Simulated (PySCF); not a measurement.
This PySCF input asks for the NMR shieldings of `C#CB(NBP)N(C)C`, C$_{4}$H$_{11}$B$_{2}$N$_{2}$P; the geometry comes from GFN2-xTB.

```python
import basis_set_exchange as bse
import numpy as np
from pyscf import gto, dft
from pyscf.prop import nmr

atoms = """
C    -0.359738    3.338214   -0.281461
C    -0.288622    2.138253   -0.233457
B    -0.108731    0.621436   -0.186432
N     1.267918    0.137872   -0.239022
B     1.914751   -0.875854    0.453602
P     3.758961   -1.254687    0.109475
N    -1.221099   -0.212885   -0.140488
C    -1.192472   -1.651790   -0.255758
C    -2.568480    0.288093    0.013428
H    -0.435711    4.386735   -0.322679
H     1.855529    0.747169   -0.794834
H     1.335560   -1.549579    1.218759
H     4.197501    0.048101   -0.064469
H     4.180029   -1.309402    1.424838
H    -1.920408   -1.976119   -1.006525
H    -0.202650   -1.984082   -0.555709
H    -1.450126   -2.127892    0.695624
H    -3.032969   -0.138654    0.907696
H    -3.180760    0.014900   -0.851928
H    -2.553629    1.370849    0.106304
"""
names = dict.fromkeys(["C", "B", "N", "P", "H"], "pcSseg-1")
basis = {el: gto.basis.parse(bse.get_basis(n, elements=[el], fmt="nwchem")) for el, n in names.items()}
mol = gto.M(atom=atoms, basis=basis, charge=0, verbose=0)
mf = dft.RKS(mol, xc="PBE0")
mf.grids.level = 2
mf.grids.alignment = dft.numint.BLKSIZE   # the property module wants whole blocks of grid points
mf.conv_tol = 1e-9
mf.kernel()

calc = nmr.RKS(mf)   # GIAO
C = mf.mo_coeff
Co = C[:, mf.mo_occ > 0]
resp = mf.gen_response(singlet=True, hermi=2)
def vind(x):   # induced exchange potential for any number of trial vectors
    d = np.einsum("pi,xij,qj->xpq", C, 2 * x.reshape(-1, C.shape[1], Co.shape[1]), Co, optimize=True)
    return np.einsum("xpq,pi,qj->xij", resp(d - d.transpose(0, 2, 1)), C, Co, optimize=True).ravel()
mo1, _ = nmr.rhf.solve_mo1(calc, with_cphf=vind)
sigma = calc.kernel(mo1)
for i, s in enumerate(sigma):   # ppm
    w = np.linalg.eigvalsh((s + s.T) / 2)
    print("%2d %-2s iso %8.1f  s11 %8.1f  s22 %8.1f  s33 %8.1f" % (i, mol.atom_pure_symbol(i), w.mean(), *w))
```

Problem. Give the expected output.

Solution. 
```
 0 C  iso     85.4  s11     12.2  s22     19.6  s33    224.3
 1 C  iso     94.3  s11    -11.4  s22      0.3  s33    294.0
 2 B  iso     79.8  s11     49.6  s22     88.5  s33    101.2
 3 N  iso    102.6  s11    -28.1  s22    136.9  s33    198.9
 4 B  iso     51.3  s11     -5.1  s22     37.1  s33    122.1
 5 P  iso    552.2  s11    486.0  s22    541.4  s33    629.1
 6 N  iso    151.9  s11     42.1  s22    189.6  s33    224.0
 7 C  iso    145.7  s11    123.8  s22    134.1  s33    179.2
 8 C  iso    142.4  s11    119.5  s22    124.8  s33    182.9
 9 H  iso     29.4  s11     24.7  s22     25.2  s33     38.2
10 H  iso     26.1  s11     20.7  s22     27.5  s33     30.1
11 H  iso     25.6  s11     21.6  s22     24.9  s33     30.3
12 H  iso     30.1  s11     25.2  s22     28.6  s33     36.6
13 H  iso     29.8  s11     25.3  s22     27.2  s33     37.0
14 H  iso     29.3  s11     25.2  s22     27.1  s33     35.6
15 H  iso     28.0  s11     22.7  s22     29.4  s33     31.8
16 H  iso     28.9  s11     25.4  s22     26.2  s33     35.2
17 H  iso     29.0  s11     25.1  s22     26.6  s33     35.3
18 H  iso     29.0  s11     25.4  s22     26.5  s33     35.2
19 H  iso     27.5  s11     22.0  s22     29.1  s33     31.3
```

These numbers come from an equivalent density-fitted implementation of the same equations, which agrees with the script to about 0.01 ppm for H and up to a few tenths of a ppm for heavy atoms, so last digits may differ.

Size and cost of the density-fitted run: 215 basis functions, 93 s wall time on 1 thread of an Arm Neoverse N1, shared host; peak memory 1.1 GiB.
